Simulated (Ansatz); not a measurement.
# Energy profile

The step: GeH₃SF ([F][GeH2][SH]) → GeH₂S ([S][GeH2]) + HF; bonds formed: F2–H4; bonds broken: Ge1–F2, S3–H4 (atoms numbered as in the saddle structure below).

```
atom    x (Å)    y (Å)    z (Å)
 Ge1  -0.6060   0.0572   0.2082
  F2   1.4144  -0.2250   0.3337
  S3  -0.1916   0.2306  -1.8362
  H4   1.2404  -0.0851  -0.7122
  H5  -0.7621   1.2656   1.1434
  H6  -1.0950  -1.2433   0.8631
```

Electronic energies by CCSD(T) at an estimated basis limit (MP2 extrapolated from triple and quadruple zeta, plus CCSD(T) − MP2 in triple zeta), on PBE0-D4/def2-TZVP structures; GeH$_{3}$SF, singlet; no counterpoise correction. Ansatz 0.2.0; basis: def2-TZVPP and def2-QZVPP; cores frozen in the correlated methods. Filled d shells of the heavier atoms are correlated. The def2 sets are not built for correlating such inner shells, so the correlated values are less sure here. Extrapolation: Hartree–Fock as exp(−7.88 √X), correlation as X^−2.97.

Problem. Give the profile in eV, counted from the start structure. (Judge from chemistry; the value comes from the calculation.)

Solution. The calculation gives:
```json
{"point": "start structure", "eV": "0.000"}
{"point": "saddle", "eV": "1.703"}
{"point": "end structure", "eV": "1.567"}
{"point": "separated: GeH$_{2}$S (linked as [S][GeH2]; Ge1, S3, H5, H6; singlet) + HF (F2, H4; singlet)", "eV": "1.773"}
```

T1 diagnostic: at most 0.018.

For scale, one of the runs: CCSD(T)/def2-TZVPP, 163 basis functions, launched by `ansatz run in.yaml --threads 2 --pin off --events-out ev --progress --plain --max-ram 4352MiB`. Hardware: 2 CPU threads of an Arm Neoverse V2, shared host. Wall time 43 s; peak host memory 1.2 GiB.
